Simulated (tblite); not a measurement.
C₆H₇F₂ (doublet state).
Numbering: `[CH2:1]=[CH:2][C@@H:3]1[CH:4][C@@H:5]1[CH:6]([F:7])[F:8]` (hydrogens: H9, H10 on C1; H11 on C2; H12 on C3; H13 on C4; H14 on C5; H15 on C6)

Geometry (GFN2-xTB, Å), atoms numbered from 1 in this order:
```xyz
15
C6H7F2 angstrom
C      2.217    0.591    0.979
C      1.317    0.315    0.052
C      0.360   -0.807    0.156
C     -0.316   -1.361   -1.017
C     -1.140   -0.577   -0.101
C     -1.628    0.798   -0.481
F     -1.748    1.592    0.615
F     -2.875    0.720   -1.016
H      2.910    1.407    0.869
H      2.297    0.014    1.886
H      1.262    0.908   -0.850
H      0.609   -1.487    0.970
H     -0.416   -2.345   -1.417
H     -1.866   -1.079    0.537
H     -0.988    1.320   -1.206
```

Computed with GFN2-xTB (tblite): harmonic, unscaled wavenumbers at the GFN2-xTB geometry, gas phase. This tight-binding method is rough: wavenumbers can miss measured ones by several per cent, in bad cases by 10 to 20. One conformer, not necessarily the lowest. Open shells enter through the occupations alone, without spin polarisation, and single modes of such species can be off by tens of per cent.

Harmonic wavenumbers (cm⁻¹): 36.9, 58.2, 146.7, 206.5, 283.8, 341.3, 376.1, 414.4, 490.7, 538.0, 609.1, 689.0, 813.7, 847.1, 890.4, 945.3, 998.0, 1001.7, 1016.0, 1020.9, 1052.4, 1094.9, 1103.4, 1143.5, 1205.6, 1231.3, 1254.6, 1285.2, 1292.4, 1403.9, 1439.8, 1697.8, 2911.1, 2951.0, 2969.2, 3074.3, 3107.1, 3138.8, 3178.0.

A = 3513, B = 1365, C = 1077 MHz; mass 117.052 u (most abundant isotopes); point group C1, symmetry number 1; spin multiplicity 2.

Task: Zero-point energy?

Result: Half the sum of the wavenumbers: 24129 cm⁻¹ = 288.65 kJ/mol.

Task: What is S at 400 K and 1 bar for an ideal gas of classical rigid rotors and harmonic oscillators?

Result: Translation 174.36, rotation 123.00, vibration 130.35, spin (R ln 2) 5.76: S = 433.5 J/(mol K).

Task: And Cp and H(400 K) − H(0)?

Result: Cp = 169.48 J/(mol K), of which vibrations give 136.22 (their classical limit is 39 R = 324.3); H(400 K) − H(0) = 40.10 kJ/mol without the zero-point energy, 26.79 from vibrations.

Task: How do the functions run with temperature in this model?

Result: 
```tsv
T (K)	S (J/(mol K))	Cp (J/(mol K))	H − H(0) (kJ/mol)	G − H(0) (kJ/mol)	ln q(vib)
50	247.9	50.7	2.09	-10.31	0.65
100	287.6	65.7	4.99	-23.76	1.67
298.15	389.0	134.1	24.59	-91.39	5.58
373.15	422.0	160.7	35.66	-121.81	7.08
500	474.5	198.3	58.54	-178.72	9.64
750	565.1	247.6	114.82	-309.02	14.58
1000	640.8	277.9	180.77	-460.04	19.21
```

q(vib) and H(0) count from the zero-point level.

Task: Blend soft modes into free rotors: weight 1/[1 + (100 cm⁻¹/ν̃)⁴] for the oscillator and the rest for a rotor with moment μB/(μ + B), μ = h/(8π²ν), B = 10⁻⁴⁴ kg m². What vibrational entropy results?

Result: 117.00 J/(mol K) in place of 130.35, which changes −T·S at 400 K by +5.34 kJ/mol.

Hindered rotation and anharmonicity are outside this model. Other conformers, if any are populated, would add a mixing term that is left out. The structure is chiral; the term R ln 2 for an equal mix with its mirror image is left out.
